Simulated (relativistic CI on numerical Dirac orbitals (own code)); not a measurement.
# Rh7+ (4d2) in a crystal field

Calculated by Dirac-Coulomb-Breit CI, separate exchange-only KLI orbitals for each configuration, QED by a radiative potential, one configuration in a parametric crystal field, unscaled Slater integrals (own radial code). With so little scaling, terms lie 10 to 35 % too far apart, which can change the order of excited levels.

Field parameters in Wybourne normalisation: Oh B⁴₀ = 21Dq, B⁴₄ = √(5/14) B⁴₀. The field is a parameter set, without covalency.

S and J are read from ⟨S²⟩ = S(S + 1) and ⟨J²⟩ = J(J + 1) of each level; they are not fictitious spins.

Oh, 10Dq = 8500 cm⁻¹, the lowest 16 levels:

```
E (cm⁻¹)  Degeneracy  Irrep     S     J
     0.0           2      E  0.99  2.27
     622           3     T2  0.99  2.54
    3651           3     T1  1.00  3.36
    5445           1     A1  1.00  3.91
    8798           3     T2  0.97  2.98
    9126           1     A2  1.00  3.00
   10999           3     T1  1.00  3.64
   11447           2      E  1.00  3.82
   18984           3     T2  0.75  3.22
   19269           3     T2  0.58  2.95
   19323           2      E  0.22  2.69
   23312           1     A1  0.99  0.55
   24753           3     T1  1.00  1.15
   27015           3     T2  0.88  2.44
   27296           2      E  0.90  2.31
   30602           3     T2  0.19  3.47
```

Oh, 10Dq = 15350 cm⁻¹, the lowest 10 levels:

```
E (cm⁻¹)  Degeneracy  Irrep     S     J
     0.0           2      E  0.99  2.45
     405           3     T2  0.99  2.65
    3316           3     T1  1.00  3.42
    4787           1     A1  1.00  3.84
   14083           3     T2  0.87  3.02
   14952           1     A2  1.00  3.00
   16591           3     T1  1.00  3.52
   16880           2      E  1.00  3.68
   19068           2      E  0.10  2.97
   19805           3     T2  0.34  2.77
```

Oh, 10Dq = 22150 cm⁻¹, the lowest 10 levels:

```csv
E (cm⁻¹),Degeneracy,Irrep,S,J
0.0,2,E,0.99,2.54
282,3,T2,0.99,2.69
3084,3,T1,1.00,3.42
4400,1,A1,1.00,3.78
17243,3,T2,0.36,3.00
18764,2,E,0.06,3.07
21158,1,A2,1.00,3.00
22708,3,T1,1.00,3.48
22721,3,T2,0.84,2.97
22901,2,E,1.00,3.59
```

The free-ion ground term has S = 1. Every field shown keeps that spin.

Levels of this model without a field, named by their leading LS term: ³F2 0, ³F3 3454, ³F4 7201, ¹D2 17886, ³P0 18701, ³P1 20205, ³P2 23998, ¹G4 27219 cm⁻¹.
